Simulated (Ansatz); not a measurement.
`[F][GeH]([F])[GeH3]` + H₂Te → `[GeH3][TeH]` + `[F][GeH2][F]` at 400 K and 1 bar (cleavage of the Ge–Ge bond).

Isolated molecules relaxed with PBE0-D4/def2-TZVP in Ansatz; ΔE leaves out vibrations. CCSD(T)/CBS is the MP2 limit (def2-TZVPP, def2-QZVPP) plus CCSD(T) − MP2 in def2-TZVPP, frozen cores. Elements past krypton have def2 core potentials. For Ge, Te outer-core shells are correlated without core-valence functions, which leaves a few kJ/mol of doubt a bond. Scalar relativity is left out up to krypton.

| species | CCSD(T)/CBS energy (Eh) | H − E (kJ/mol) | S (J/(mol·K)) |
| --- | --- | --- | --- |
| `[F][GeH]([F])[GeH3]` | -4354.28742 | 127.3 | 394.8 |
| H₂Te | -268.91024 | 45.0 | 239.1 |
| `[GeH3][TeH]` | -2346.24724 | 101.5 | 333.5 |
| `[F][GeH2][F]` | -2276.96403 | 73.6 | 296.6 |

H − E and S are ideal-gas, rigid-rotor, harmonic terms from PBE0-D4/def2-TZVP. 1 Eh = 2625.50 kJ/mol, R = 8.31446 J/(mol·K).

**Question.** By hand: ΔE, ΔH, ΔS and ΔG.

**Answer.** ΔE = (-2346.24724) + (-2276.96403) − (-4354.28742) − (-268.91024) = -0.01361 Eh = -35.7 kJ/mol. Δ(H − E) = 101.5 + 73.6 − 127.3 − 45.0 = 2.8, so ΔH = -32.9 kJ/mol. ΔS = 333.5 + 296.6 − 394.8 − 239.1 = -3.8 J/(mol·K). ΔG = -32.9 − 400 × (-3.8)/1000 = -31.4 kJ/mol.

**Question.** By hand: the equilibrium constant, and the temperature at which ΔG would vanish if ΔH and ΔS stayed fixed.

**Answer.** log₁₀ K = −ΔG/(RT ln 10) = 4.1. ΔG = 0 at ΔH/ΔS = 8658 K, far beyond where these terms or the molecules hold.

The number of gas molecules stays the same, so ΔS is small and ΔH decides. A doubt of 5 kJ/mol in ΔE shifts log₁₀ K by 0.7 here. These are equilibria of isolated gas molecules and say nothing of rates. Largest T1 diagnostic: 0.012 (customary marks: 0.02 for closed shells, 0.045 for open ones).
